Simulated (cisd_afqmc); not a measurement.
Input (AFQMC/CISD/cc-pVTZ; cisd_afqmc is a phaseless AFQMC code with CISD trial states that reads the integrals written by Ansatz):

Ansatz 0.2 input:
```python
import cisd_afqmc

open("ham.yaml", "w").write("""\
crystal:
  periodic: [false, false, false]
  atoms:
    - {symbol: C, position_ang: [-1.10482800, 0.00685239, -0.02645507]}
    - {symbol: N, position_ang: [0.31271398, -0.00193952, 0.00748792]}
    - {symbol: C, position_ang: [1.47683889, -0.00915969, 0.03536285]}
    - {symbol: H, position_ang: [-1.46003960, -0.68901517, -0.78610308]}
    - {symbol: H, position_ang: [-1.49901660, -0.29209177, 0.94448251]}
    - {symbol: H, position_ang: [-1.46200702, 1.00852736, -0.26424163]}
basis:
  gaussian:
    orbitals: cc-pVTZ
magnetization: {spin_polarized: false}
correlation: {method: ccsd, electrons: outside_noble_gas, hamiltonian_folder: ham}
""")
rep = cisd_afqmc.ansatz("ham.yaml")
e_ccsd = rep["correlation"]["coupled_cluster"]["energy"]["hartree"]
out = cisd_afqmc.run("ham", e_ccsd, trial="CISD", walkers=1000, populations=1, threads=12, dt=0.005, steps=40, early=24, settle=10, least=100,
    cut=5e-5, rank_cut=2e-4, target=0.0004, seconds=1000, seed=4, memory=62639, gpu=True)
```

Output:

```
orbitals 129, occupied [8], factors 682 of 758, rank of the doubles 358 of 968
E(HF) = -131.942240
E(CCSD) on the cut factors = -132.464555, shift to the whole factors -0.000005
Energy of the trial state on the determinant = -132.464562
  tau behind 7.2 of longer steps, mean of the populations' last blocks
   2.0  -132.48847
   4.0  -132.48751
   6.0  -132.49043
   8.0  -132.49252
  10.0  -132.48852
  12.0  -132.49037
  14.0  -132.49039
  16.0  -132.49214
  18.0  -132.49010
  20.0  -132.49042
  22.0  -132.48992
blocks 100 (0 outliers left out), error by blocks joined: 1: 0.00027, 2: 0.00033, 4: 0.00038, 8: 0.00036
E(AFQMC/CISD) = -132.49023 +/- 0.00038
```
